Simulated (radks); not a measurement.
Valence configurations of Cl2+ (all share [Ne]). Calculated with a radial shooting solver on a logarithmic mesh with Libxc functionals: Dirac Kohn-Sham, PBEsol, spin-unpolarised, spherical densities, finite nucleus; open shells fill j = l - 1/2 first; Fermi nuclear charge, rms radius 3.3654 fm. Energies are relative to 3s2 3p3; eigenvalues in eV.

\begin{tabular}{lrrrr}
valence & E (eV) & e(3p1/2) & e(3p3/2) & e(3s1/2) \\ \hline
3s2 3p3 & 0.000 & -31.719 & -31.556 & -44.798 \\
3s1.5 3p3.5 & 6.629 & -31.996 & -31.831 & -45.103 \\
3s1 3p4 & 13.272 & -32.266 & -32.101 & -45.401 \\
3s0.5 3p4.5 & 19.929 & -32.532 & -32.365 & -45.693 \\
3p5 & 26.600 & -32.792 & -32.624 & - \\
\end{tabular}

NIST lists [Ne] 3s2 3p3 as the ground configuration; this level of theory agrees among the configurations tried. The energies are those of spherical spin-averaged densities, not of single terms.
